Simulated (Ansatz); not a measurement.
Mulliken charges of `[OH][Zr]([Cl])([Cl])[Cl]` from PBE/def2-TZVPP in Ansatz (PBE0-D4/def2-TZVP geometry).

| atom | x (Å) | y (Å) | z (Å) | charge (e) |
| --- | --- | --- | --- | --- |
| O1 | -0.513 | 0.299 | 1.340 | -0.442 |
| Zr2 | 0.148 | -0.092 | -0.375 | 1.028 |
| Cl3 | 2.029 | -1.464 | -0.177 | -0.263 |
| Cl4 | -1.507 | -1.193 | -1.602 | -0.263 |
| Cl5 | 0.732 | 1.901 | -1.445 | -0.264 |
| H6 | -0.847 | 0.486 | 2.213 | 0.204 |

Q: By hand: the dipole of these point charges (1 e Å = 4.8032 D).

A: Σ q r = (-0.124, 0.069, 0.323) e Å, of length 0.353 e Å = 1.70 D.

Q: How does the dipole of the full density compare? (Estimate.)

A: Computed: (-0.210, 0.121, 0.547) e Å, 2.87 D; the point charges give 0.59 times that, at 0° from its direction.

Point charges leave out the atoms' own dipoles, such as those of lone pairs, and Mulliken's split depends on the basis, so the two needn't agree.
